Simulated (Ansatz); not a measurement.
C3H10OTi (`[CH3][Ti]([CH3])([CH3])[OH]`), 15 atoms. Total charge 0; spin multiplicity 1. Correlated methods include outer-core shells of Ti, which these sets cover unevenly. Scalar relativity is left out up to krypton. All runs use 4 threads of an Arm Neoverse V1 on a shared host. Correlated methods freeze the cores.

Q: Give the basis size and wall time and peak host memory of each of these runs in Ansatz. RKS BHLYP-D4/def2-TZVPP energy; RHF-CCSD(T)/def2-SVP energy; direct RPA on PBE orbitals/def2-TZVPP energy; RKS ωB97M-V/def2-TZVPP energy and forces; RKS PBE0-D4/def2-TZVP frequencies; RHF-MP2/def2-QZVPP energy; RKS LC-ωPBE/def2-TZVPP energy; RKS PBE0-D4/def2-QZVPP energy; RHF-MP2/def2-TZVPP energy; RKS PBE0-D4/def2-TZVP relaxation (27 steps); RKS ωB97M-V/def2-SVP energy; RKS PBE0-D4/def2-SVP energy. (Best estimate.)

A: Ansatz gave: Other jobs shared the machine, so times are rough.

| level | job | functions | wall time | peak host memory (GiB) |
| --- | --- | --- | --- | --- |
| RKS PBE0-D4/def2-SVP | energy | 137 | 2.5 s | 0.55 |
| RKS LC-ωPBE/def2-TZVPP | energy | 328 | 6.5 s | 0.78 |
| RKS BHLYP-D4/def2-TZVPP | energy | 328 | 8 s | 1.1 |
| RHF-MP2/def2-TZVPP | energy | 328 | 9.5 s | 1.1 |
| RKS ωB97M-V/def2-SVP | energy | 137 | 11 s | 0.55 |
| direct RPA on PBE orbitals/def2-TZVPP | energy | 328 | 17 s | 1.2 |
| RKS PBE0-D4/def2-QZVPP | energy | 621 | 20 s | 2.8 |
| RKS ωB97M-V/def2-TZVPP | energy and forces | 328 | 29 s | 1.6 |
| RHF-CCSD(T)/def2-SVP | energy | 137 | 34 s | 1.1 |
| RHF-MP2/def2-QZVPP | energy | 621 | 61 s | 5.5 |
| RKS PBE0-D4/def2-TZVP | relaxation (27 steps) | 229 | 2.8 min | 0.73 |
| RKS PBE0-D4/def2-TZVP | frequencies | 229 | 7.1 min | 0.73 |

LC-ωPBE has ω = 0.4 bohr⁻¹.
